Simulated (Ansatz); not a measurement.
Geometry optimisation, DFT PBE-D3(BJ), scalar-relativistic, plane waves, PAW (Ansatz 0.2.0).

Input file:

```yaml
crystal:
  lattice:
    - [5.048742, 0.0, 0.0]
    - [0.0, 5.048742, 0.0]
    - [0.0, 0.0, 16.135561]
  atoms:
    - { symbol: H, position: [0.42778688, 0.0, 0.06197491] }
    - { symbol: H, position: [0.07221316, 0.0, 0.06197491] }
    - { symbol: H, position: [0.92778692, 0.0, 0.06197491] }
    - { symbol: H, position: [0.5722132, 0.0, 0.06197491] }
    - { symbol: H, position: [0.42778688, 0.50000004, 0.06197491] }
    - { symbol: H, position: [0.07221316, 0.50000004, 0.06197491] }
    - { symbol: H, position: [0.92778692, 0.50000004, 0.06197491] }
    - { symbol: H, position: [0.5722132, 0.50000004, 0.06197491] }
    - { symbol: C, position: [0.25000002, 0.0, 0.10131039] }
    - { symbol: C, position: [0.75000006, 0.0, 0.10131039] }
    - { symbol: C, position: [0.25000002, 0.50000004, 0.10131039] }
    - { symbol: C, position: [0.75000006, 0.50000004, 0.10131039] }
    - { symbol: C, position: [0.25000002, 0.25000002, 0.156623] }
    - { symbol: C, position: [0.75000006, 0.25000002, 0.156623] }
    - { symbol: C, position: [0.25000002, 0.75000006, 0.156623] }
    - { symbol: C, position: [0.75000006, 0.75000006, 0.156623] }
    - { symbol: C, position: [0.0, 0.25000002, 0.21193561] }
    - { symbol: C, position: [0.50000004, 0.25000002, 0.21193561] }
    - { symbol: C, position: [0.0, 0.75000006, 0.21193561] }
    - { symbol: C, position: [0.50000004, 0.75000006, 0.21193561] }
    - { symbol: C, position: [0.0, 0.0, 0.26724822] }
    - { symbol: C, position: [0.50000004, 0.0, 0.26724822] }
    - { symbol: C, position: [0.0, 0.50000004, 0.26724822] }
    - { symbol: C, position: [0.50000004, 0.50000004, 0.26724822] }
    - { symbol: C, position: [0.25000002, 0.0969069, 0.31636334] }
    - { symbol: C, position: [0.75000006, 0.0969069, 0.31636334] }
    - { symbol: C, position: [0.25000002, 0.40309314, 0.31636334] }
    - { symbol: C, position: [0.75000006, 0.40309314, 0.31636334] }
    - { symbol: H, position: [0.75000006, 0.0208818, 0.38025084] }
    - { symbol: H, position: [0.25000002, 0.47911824, 0.38025084] }
    - { symbol: H, position: [0.75000006, 0.47911824, 0.38025084] }
    - { symbol: Cl, position: [0.0, 0.47911824, 0.41309755], spin: 1.0 }
    - { symbol: H, position: [0.4166667, 0.8656357, 0.36103862] }
magnetization:
  spin_polarized: true
basis:
  ecutwfc: 420.0
kpoints:
  mp_grid: { grid: [2, 2, 1] }
hamiltonian:
  xc: pbe
  dispersion: d3bj
  pseudopotentials: { kind: paw, azcp: { folder: soft_1 } }
scf:
  occupations: { method: fermi_dirac, width: 0.02 }
  lower_state_search: "off"
relax:
  f_tol: 0.03
  max_steps: 60
  adjacent_minimum: "off"
  constraints: [{ sites: [0, 1, 2, 3, 4, 5, 6, 7, 8, 9, 10, 11, 12, 13, 14, 15] }]
```

Command:

```bash
$ ansatz run input.yaml --threads 2 --pin off --max-ram 5120MiB --backend cpu --events-out ev --progress --plain --runs-dir out
```

**Question.** Where does it end, and by what steps?

**Answer.** The run converged. Limits of this set-up: coarse k mesh, thin slab, slab without dipole correction. After 14 steps the energy has fallen by 12.365 eV; Cl32 moved furthest, 1.88 Å. The start is strongly strained (largest force component 13 eV/Å), so its close contacts needn't be bonds. Parted: C27–Cl32 (2.04 → 3.53 Å), C28–Cl32 (2.04 → 3.52 Å), H30–Cl32 (1.37 → 2.54 Å), H31–Cl32 (1.37 → 2.53 Å). Joined: C25–H33 (1.61 → 1.10 Å).

```
step  energy less start (eV)  largest force component (eV/Å)  accepted
   0                  0.0000                          13.424       yes
   1                 -5.1058                           9.366       yes
   2                 -7.9449                           6.635       yes
   3                 -9.7194                           4.465       yes
   4                -10.7513                           2.765       yes
   5                -11.5089                           1.574       yes
   6                -11.9652                           0.786       yes
   7                -12.1818                           0.450       yes
   8                -12.2452                           0.494       yes
   9                -12.2859                           0.165       yes
  10                -12.3176                           0.138       yes
  11                -12.3440                           0.111       yes
  12                -12.3616                           0.053       yes
  13                -12.3434                           0.418        no
  14                -12.3651                           0.012       yes
```

```xyz
33
Lattice="5.0487 0.0000 0.0000 0.0000 5.0487 0.0000 0.0000 0.0000 16.1356" Properties=species:S:1:pos:R:3
H 2.160 0.000 1.000
H 0.365 0.000 1.000
H 4.684 0.000 1.000
H 2.889 0.000 1.000
H 2.160 2.524 1.000
H 0.365 2.524 1.000
H 4.684 2.524 1.000
H 2.889 2.524 1.000
C 1.262 0.000 1.635
C 3.787 0.000 1.635
C 1.262 2.524 1.635
C 3.787 2.524 1.635
C 1.262 1.262 2.527
C 3.787 1.262 2.527
C 1.262 3.787 2.527
C 3.787 3.787 2.527
C 0.000 1.262 3.356
C 2.524 1.262 3.357
C 0.000 3.786 3.522
C 2.524 3.786 3.522
C 0.000 0.088 4.330
C 2.524 0.088 4.332
C 0.000 2.436 4.330
C 2.524 2.436 4.332
C 1.262 0.453 5.154
C 3.786 0.453 5.154
C 1.262 2.071 5.154
C 3.786 2.071 5.154
H 3.805 0.016 6.161
H 1.243 2.507 6.161
H 3.805 2.507 6.161
Cl -0.010 3.760 7.978
H 1.244 5.065 6.161
```

Time of the run: 3.8 min on 2 threads of Intel(R) Xeon(R) CPU @ 2.60GHz (Ice Lake) (shared host), peak memory 0.9 GiB.
